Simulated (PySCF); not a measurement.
PySCF 2.14 output of an unrestricted B97-3 calculation on a single atom or ion in aug-cc-pwCVTZ-DK3 with one added diffuse shell each of s, d, f type (12s10p9d6f1g, 138 functions), with the spin-free X2C one-electron Hamiltonian (Gaussian nucleus):

```
SCF conv_tol = 1e-09
number electrons alpha = 40  beta = 40
    T. W. Keal and D. J. Tozer.,  J. Chem. Phys. 123, 121103 (2005)
cycle= 1 E= -20247.0870207246  delta_E= -0.0142  |g|= 0.143  |ddm|= 0.654
cycle= 2 E= -20247.0872522076  delta_E= -0.000231  |g|= 0.11  |ddm|= 0.169
cycle= 3 E= -20247.0880693965  delta_E= -0.000817  |g|= 0.015  |ddm|= 0.0664
cycle= 4 E= -20247.0881045284  delta_E= -3.51e-05  |g|= 0.000498  |ddm|= 0.0184
cycle= 5 E= -20247.0881046314  delta_E= -1.03e-07  |g|= 7.31e-05  |ddm|= 0.00227
cycle= 6 E= -20247.0881046329  delta_E= -1.5e-09  |g|= 1.94e-06  |ddm|= 0.000187
cycle= 7 E= -20247.0881046329  delta_E= 1.46e-11  |g|= 1.83e-08  |ddm|= 1.05e-05
converged SCF energy = -20247.0881046329  <S^2> = 7.1054274e-15  2S+1 = 1
```

The run itself started from symmetry-adapted Hartree-Fock orbitals and held the occupation by maximum overlap, on a logarithmic radial grid, so the iterations belong to that start.

Which element, charge and spin multiplicity is this?

Tl⁺ (thallium, charge +1), multiplicity 1; the state was [Xe] 4f14 5d10 6s2, closed-shell 1S.

Spin-orbit coupling, which splits the p, d and f shells strongly at this Z, is absent.
